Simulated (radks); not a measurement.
Charge is removed step by step from the 3d level of neutral gallium, starting from [Ar] 3d10 4s2 4p1. All-electron calculation, scalar-relativistic Kohn-Sham, PBE, spin-unpolarised, spherical densities, finite nucleus; Fermi nuclear charge, rms radius 3.9973 fm. Program: a radial shooting solver on a logarithmic mesh with Libxc functionals.

| removed (e) | E - E(0) (eV) | eigenvalue (eV) | E minus straight line (eV) |
|---|---|---|---|
| 0 | 0.000 | -19.155 | 0.000 |
| 0.125 | 2.517 | -21.140 | -0.945 |
| 0.25 | 5.288 | -23.203 | -1.636 |
| 0.375 | 8.320 | -25.336 | -2.066 |
| 0.5 | 11.623 | -27.534 | -2.225 |
| 0.625 | 15.205 | -29.794 | -2.105 |
| 0.75 | 19.073 | -32.112 | -1.699 |
| 0.875 | 23.234 | -34.487 | -0.999 |
| 1 | 27.696 | -36.915 | 0.000 |

Removing the whole electron costs 27.696 eV by Delta-SCF, against 19.155 eV from minus the eigenvalue at the starting occupation. Slater's transition state (half an electron removed) gives 27.534 eV. Integrating minus the eigenvalue over the occupation (Janak's theorem) gives 27.700 eV. In this scalar-relativistic scheme the density is built from large components alone, so the theorem holds only approximately. The mean slope of the eigenvalue, de/dn, is 17.8 eV per electron.
